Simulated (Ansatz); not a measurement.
Mg11MnS11Br2 was relaxed with PBE-D4 (def2-SVP) in Ansatz in these states: neutral quartet, neutral sextet. The geometries follow in no particular order.

Single mean-field runs in def2-SVP are fitted with def2-universal-jkfit.

A:

```xyz
25

S    -2.814   -1.179   -0.412
S    -1.760   -4.505    1.557
S    -3.827    2.407   -0.745
S    -0.455    3.338    0.627
S    -1.136   -0.192    2.356
S     0.592   -3.853   -1.234
S    -0.277    0.302   -2.257
S     1.686   -0.207    0.323
S     1.171   -2.951    3.298
S     2.884    3.026   -0.974
S     3.540   -1.044   -2.965
Mg   -2.660    0.651   -1.968
Mg   -1.229   -2.582    2.854
Mg   -1.663   -3.323   -0.539
Mg    0.685   -4.082    1.186
Mg   -2.172    1.554    0.924
Mg   -2.093    3.999   -1.017
Mg    0.598    2.587   -1.666
Mg    1.338   -0.627    2.718
Mg    1.794    2.249    1.071
Mn   -0.636   -0.425   -0.020
Mg    1.586   -1.741   -1.874
Mg    3.350    0.756   -1.557
Br   -0.840    4.200   -3.180
Br    2.341    1.642    3.494
```

B:

```xyz
25

S     0.6103    2.9004    0.0202
S    -1.4015    2.9555    3.8712
S     4.3230    0.2326    0.7216
S     3.0366   -3.2605   -0.4042
S     0.3670   -0.7671    2.2498
S    -3.1861    3.3236    0.5785
S     1.4544   -0.1155   -1.4242
S    -2.2049   -0.3467   -0.5334
S    -3.1377   -0.3282    3.4798
S    -0.3068   -2.5161   -3.4061
S    -1.6431    1.9377   -3.5946
Mg    2.6692    1.6626   -0.2351
Mg   -0.8976    0.6303    3.8011
Mg   -0.9945    3.6345    1.6167
Mg   -3.2786    1.9035    2.5320
Mg    2.3278   -1.3451    0.8830
Mg    4.4335   -1.3732   -1.1065
Mg    1.9153   -2.4226   -2.4170
Mg   -2.0378   -1.4825    1.6961
Mg   -1.3685   -2.5347   -1.3020
Mn   -0.1312    0.6040    0.2553
Mg   -2.2792    2.1974   -1.3768
Mg   -0.5645   -0.0410   -3.0429
Br    4.1612   -1.5517   -3.6199
Br   -1.8664   -3.8972    0.7573
```

Problem. Judge from the bond lengths which geometry belongs to which state (an estimate).

Solution. A is the neutral quartet (S7–Mg16 3.908 Å, S7–Mg23 3.722 Å, Mn21–Mg23 4.432 Å); B is the neutral sextet (S7–Mg16 2.756 Å, S7–Mg23 2.589 Å, Mn21–Mg23 3.388 Å).
